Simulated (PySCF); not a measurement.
# How methods differ on the excitation energy of In⁺

In⁺ [Kr] 4d10 5s2 (1S) → In⁺ [Kr] 4d10 5s1 5p1 (3P), as a difference of total energies. All numbers are calculated (PySCF 2.14, the spin-free X2C one-electron Hamiltonian (Gaussian nucleus), in aug-cc-pVTZ-DK3 (8s7p5d2f, 68 functions)). Correlated levels: valence: [Kr] 4d10 frozen. The calculations carry no spin-orbit coupling.

```tsv
method	excitation energy (cm⁻¹)
UHF	32997
MP2 (valence)	37622
SCS-MP2 (valence)	38951
CCSD (valence)	39406
```

Errors of the correlated levels include the incompleteness of this basis and the frozen core.

With two correlated electrons CCSD is exact in that space.

For comparison: 44609 cm⁻¹ (measured; NIST levels, between the centres of gravity of the two terms).
